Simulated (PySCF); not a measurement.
Isomers of C7H14, one conformer each; single-point electronic energies without zero-point terms and without any empirical dispersion term.

Level: PBE0/pcSseg-1 in PySCF, non-relativistic, each on one gas-phase PBE0-D3(BJ)/def2-SVP geometry that isn't relaxed in the solvent. The solvent is an IEF-PCM continuum (Bondi radii, 1.10 Å for H, scaled by 1.2). Specific hydrogen bonds and non-electrostatic terms are outside this model.

```
          isomer  relative energy, gas (kJ/mol)  dipole (D)
     `CC1CCCCC1`                            0.0        0.09
     `CCC1CCCC1`                           28.9        0.05
`C(=C(C)C)C(C)C`                           82.6        0.39
     `CCCCC1CC1`                          112.3        0.12
```

Task: How do the relative energies look in chloroform (ε = 4.711)?

Result: 
```tsv
isomer	relative energy, solvent (kJ/mol)	E(solvent) − E(gas) (kJ/mol)	dipole in solvent (D)
`CC1CCCCC1`	0.0	-1.6	0.10
`CCC1CCCC1`	28.8	-1.8	0.06
`C(=C(C)C)C(C)C`	79.5	-4.7	0.48
`CCCCC1CC1`	110.2	-3.8	0.15
```

The order is unchanged. Conformers: `[CH3:1][CH:2]1[CH2:3][CH2:4][CH2:5][CH2:6][CH2:7]1` with C1–C2–C3–C4 179°, C2–C3–C4–C5 -55°, C3–C4–C5–C6 55°, C4–C5–C6–C7 -55°; `[CH3:1][CH2:2][CH:3]1[CH2:4][CH2:5][CH2:6][CH2:7]1` with C1–C2–C3–C4 174°, C2–C3–C4–C5 158°, C3–C4–C5–C6 -42°, C4–C5–C6–C7 36°, C5–C6–C7–C3 -17°; `[CH3:1][C:2]([CH3:3])=[CH:4][CH:5]([CH3:6])[CH3:7]` with C2–C4–C5–C6 119°; `[CH3:1][CH2:2][CH2:3][CH2:4][CH:5]1[CH2:6][CH2:7]1` with C1–C2–C3–C4 180°, C2–C3–C4–C5 179°, C3–C4–C5–C6 -84°. `C(=C(C)C)C(C)C` gains most from the continuum, and it has the largest gas-phase dipole. The gains span 3.1 kJ/mol, the gas-phase energies 112.3 kJ/mol.
